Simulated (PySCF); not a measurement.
**Electronic structure of Ca⁺ (calcium, charge +1) at the UHF level**

Configuration: [Ar] 4s1, 2S determinant. All numbers are calculated (PySCF 2.14, no relativity, point nucleus, in pcseg-2 (6s4p3d, 33 functions)).

| Item | Value |
| --- | --- |
| Total energy | -676.555773 hartree |
| One-electron energy | -921.9219 hartree |
| Hartree (Coulomb) energy | 280.4613 hartree |
| Exchange energy | -35.0952 hartree |
| Kinetic energy | 677.16996 hartree |
| ⟨S²⟩ | 0.7502 |
| ⟨L²⟩ | 0.000 |
| Sum of ⟨r⟩ | 16.51 bohr |
| Sum of ⟨r²⟩ | 31.33 bohr² |
| Density at the nucleus (Gaussians lack the cusp) | 5260 bohr⁻³ |
| Spin density at the nucleus | 2.18 bohr⁻³ |
| Langevin diamagnetic susceptibility | -24.8 ×10⁻⁶ cm³/mol |
| Time after the integrals | 0.1 s of wall time on 1 thread of Neoverse-N1 (shared host) |

```json
{"shell": "1s α", "electrons": "1", "mean orbital energy (eV)": "-4070.0", "rms radius, mean of both spins (bohr)": "0.0897"}
{"shell": "1s β", "electrons": "1", "mean orbital energy (eV)": "-4069.9", "rms radius, mean of both spins (bohr)": "0.0897"}
{"shell": "2s α", "electrons": "1", "mean orbital energy (eV)": "-463.81", "rms radius, mean of both spins (bohr)": "0.396"}
{"shell": "2s β", "electrons": "1", "mean orbital energy (eV)": "-463.69", "rms radius, mean of both spins (bohr)": "0.396"}
{"shell": "2p α", "electrons": "3", "mean orbital energy (eV)": "-377.01", "rms radius, mean of both spins (bohr)": "0.364"}
{"shell": "2p β", "electrons": "3", "mean orbital energy (eV)": "-376.97", "rms radius, mean of both spins (bohr)": "0.364"}
{"shell": "3s α", "electrons": "1", "mean orbital energy (eV)": "-67.629", "rms radius, mean of both spins (bohr)": "1.24"}
{"shell": "3s β", "electrons": "1", "mean orbital energy (eV)": "-67.313", "rms radius, mean of both spins (bohr)": "1.24"}
{"shell": "3p α", "electrons": "3", "mean orbital energy (eV)": "-42.993", "rms radius, mean of both spins (bohr)": "1.38"}
{"shell": "3p β", "electrons": "3", "mean orbital energy (eV)": "-42.873", "rms radius, mean of both spins (bohr)": "1.38"}
{"shell": "4s α", "electrons": "1", "mean orbital energy (eV)": "-11.339", "rms radius, mean of both spins (bohr)": "3.96"}
```
